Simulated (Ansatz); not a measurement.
Input file for Ansatz (a first-principles code): R-CCSD(T)/aug-cc-pVDZ on C2H7NO (a complex), monomers drawn apart or pushed together.

Ansatz 0.2 input:
```yaml
crystal:
  periodic: [false, false, false]
  atoms:
    - {symbol: C, position_ang: [-0.01887497, 0.02546749, -0.10358059]}
    - {symbol: H, position_ang: [0.69670926, 0.08019702, 0.71586449]}
    - {symbol: H, position_ang: [0.51196124, 0.02465682, -1.05456223]}
    - {symbol: H, position_ang: [-0.60206231, -0.89292528, -0.02499005]}
    - {symbol: H, position_ang: [-0.68415836, 0.88923236, -0.07213916]}
    - {symbol: N, position_ang: [-1.09715450, 0.05531233, 3.04996941]}
    - {symbol: C, position_ang: [0.10935212, 0.13225548, 3.66215908]}
    - {symbol: O, position_ang: [1.17704986, 0.16715236, 3.09264980]}
    - {symbol: H, position_ang: [-1.14303012, 0.02425430, 2.04407065]}
    - {symbol: H, position_ang: [-1.94830908, 0.03123581, 3.58257311]}
    - {symbol: H, position_ang: [0.02211615, 0.16071740, 4.76385830]}
basis:
  gaussian:
    orbitals: aug-cc-pVDZ
magnetization: {spin_polarized: false}
correlation: {method: ccsd_t, electrons: outside_noble_gas}
scf: {lower_state_search: off}
```

Program output:

```
WARN ansatz: RAYON_NUM_THREADS=1 ignored (pool sized by the plan → 1); use --threads N
Functional definition: HF
these checks for a lower state are left out or cut short: stability, starts, cluster_reference, orbital_swaps, neighbouring_geometries, increment
integrals: 0.47 GiB planned
1510 factors; integrals over basis functions are off by at most 9.6e-4 eV
mean field: 0.46 GiB planned
mean field evaluation 1: about -5686.9672 eV, gradient 4.5e1 eV
mean field evaluation 2: about -5687.0019 eV, gradient 4.5e1 eV
mean field evaluation 4: about -5691.4933 eV, gradient 5.3e0 eV
mean field evaluation 8: about -5691.5765 eV, gradient 4.2e-1 eV
mean field -5691.57814937 eV, -209.1616390992 hartree, gradient 2.2e-6 eV, S^2 0.000000; 0 other end points of the search recorded, 0 dependent functions left out
4 core orbitals not correlated
reference -5691.57814937 eV, -209.1616390992 hartree; 13, 13 occupied and 138, 138 virtual orbitals, 1510 factors
second order -18.56185384 eV of doubles, -0.00000000 eV of singles
coupled cluster: 1.39 GiB planned
cycle   1  -18.99329265 eV  change   -4.3e-1 eV  update   1.1e-1
cycle   2  -19.48595780 eV  change   -4.9e-1 eV  update   3.4e-2
cycle   3  -19.63262677 eV  change   -1.5e-1 eV  update   1.9e-2
cycle   4  -19.63038767 eV  change    2.2e-3 eV  update   5.0e-3
cycle   5  -19.62656833 eV  change    3.8e-3 eV  update   2.4e-3
cycle   6  -19.62696830 eV  change   -4.0e-4 eV  update   7.3e-4
cycle   7  -19.62684500 eV  change    1.2e-4 eV  update   3.1e-4
cycle   8  -19.62667394 eV  change    1.7e-4 eV  update   1.1e-4
cycle   9  -19.62666684 eV  change    7.1e-6 eV  update   4.2e-5
cycle  10  -19.62668795 eV  change   -2.1e-5 eV  update   1.9e-5
perturbative correction -0.65747200 eV, -0.0241616503 hartree
Total energy: -5711.86230932 eV, -209.9070682281 hartree
Checks for a lower state left out: stability, starts, cluster_reference, orbital_swaps, neighbouring_geometries, increment
```

Self-consistency was reached.

Cost: around 60 core-seconds (rough).
